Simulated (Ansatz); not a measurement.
One change: `N[SiH2]F` becomes `N[SiH2]I`.

Ansatz, PBE0-D4/def2-TZVP geometries, multiplicity 1. Each molecule was computed in one conformer, which needn't be the lowest.

Elements past krypton have def2 core potentials.

```json
{"property": "HOMO energy (PBE0/def2-TZVPP) / eV", "`N[SiH2]F`": "-8.15"}
{"property": "HOMO–LUMO gap (ωB97M-V/def2-TZVPP) / eV", "`N[SiH2]F`": "12.61"}
{"property": "size of the dipole moment (ωB97M-V/def2-TZVPP) / D", "`N[SiH2]F`": "1.97"}
{"property": "LUMO energy (PBE/def2-TZVPP) / eV", "`N[SiH2]F`": "-0.26"}
{"property": "HOMO–LUMO gap (PBE/def2-TZVPP) / eV", "`N[SiH2]F`": "6.40"}
{"property": "zero-point energy (PBE0-D4/def2-TZVP) / kJ/mol", "`N[SiH2]F`": "121.3"}
```

**Question.** What does the change do to each property? (An estimate is asked.)

**Answer.** The calculation gave: 
```
                                          property  `N[SiH2]I`  shift
                HOMO energy (PBE0/def2-TZVPP) / eV       -7.43   0.72
           HOMO–LUMO gap (ωB97M-V/def2-TZVPP) / eV       11.24  -1.37
size of the dipole moment (ωB97M-V/def2-TZVPP) / D        2.15   0.18
                 LUMO energy (PBE/def2-TZVPP) / eV       -0.93  -0.67
               HOMO–LUMO gap (PBE/def2-TZVPP) / eV        5.31  -1.09
    zero-point energy (PBE0-D4/def2-TZVP) / kJ/mol       116.1   -5.2
```

With PBE0 the HOMO rises by 0.72 eV and the LUMO falls by 0.65 eV, so the gap narrows by about 1.37 eV. PBE moves the HOMO by 0.41 eV and ωB97M-V by 1.03 eV. Dipoles are sizes alone; their direction can turn.

Spin–orbit coupling is left out; it splits and shifts lone-pair levels of the heavy atoms by tenths of an eV.
